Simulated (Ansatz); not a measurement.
Cl3OSi (SMILES [O][Si](Cl)(Cl)Cl), doublet, geometry from GFN2-xTB. Base run: CAM-B3LYP/def2-SVP in Ansatz (a quantum-chemistry and plane-wave program).

Here is a job for Ansatz.
Ansatz 0.2 input:
```yaml
crystal:
  periodic: [false, false, false]
  atoms:
    - {symbol: O, position_ang: [0.04499171, -0.01008436, 1.97947072]}
    - {symbol: Si, position_ang: [0.01040947, -0.00233316, 0.45797863]}
    - {symbol: Cl, position_ang: [1.75812921, -0.61413173, -0.47955100]}
    - {symbol: Cl, position_ang: [-0.36011251, 1.84200798, -0.41889240]}
    - {symbol: Cl, position_ang: [-1.42776177, -1.22120924, -0.41023111]}
basis:
  gaussian:
    orbitals: def2-SVP
hamiltonian:
  xc: cam_b3lyp
magnetization: {spin_polarized: true, initial_magnetization: 1}
```

Each row names what was changed in the base input (with any setting that the change needs).

| change | ΔE vs base (µEh) |
|---|---|
| base | 0.0 |
| accuracy = high | -1.5 |
| point_charge = charge:1.0 position_ang:2.3588, 3.1062, -2.8839 | -6246 |
| lower_state_search = full | 0.0 |
| lower_state_search = light | 0.0 |
| final_grid = 14, 28, 59 | -0.2 |
| point_charge = charge:0.5 position_ang:0.6734, -4.7015, 1.7506 | 235 |
| fitting.mean_field = def2-universal-JKFIT | -27.3 |
| nuclear_model = gaussian | 1387 |
| fitting.mean_field = cc-pVTZ-JKFIT | -177 |
